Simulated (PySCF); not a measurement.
MO₂ across group 14

Level: PBE, basis family def2-TZVP, scalar-relativistic core potentials from Rb on and no relativity for lighter atoms.

Each entry is the lowest minimum that a search over a few typed start shapes (and spin states, where more than one is plausible) found, or that minimum re-optimised at the stated level; isomers with ligand–ligand bonds, or fragments after loss of a ligand pair, can lie lower. Open shells are unrestricted; no spin–orbit coupling; PySCF with density fitting.

| molecule | 2S+1 | point group | mean bond to the central atom (Å) | highest ω (cm⁻¹) | gap (eV) | polar-tensor charge of the central atom | atomisation (kJ/mol) |
| --- | --- | --- | --- | --- | --- | --- | --- |
| CO₂ | 1 | D∞h | 1.171 | 2363 | 8.61 | 1.02 | 1743 |
| SiO₂ | 1 | D∞h | 1.527 | 1394 | 3.83 | 1.00 | 1295 |
| GeO₂ | 1 | D∞h | 1.636 | 1041 | 3.64 | 0.99 | 1062 |
| PbO₂ | 1 | D∞h | 1.899 | 775 | 2.67 | 1.08 | 775 |

The bond lengthens at every step; the largest change, 0.356 Å, falls between CO₂ and SiO₂ among the members listed.

Spin–orbit coupling can matter for PbO₂.

Left out of the table are members whose search was unfinished or whose lowest solution was spin-contaminated, unstable, very soft or bonded differently.
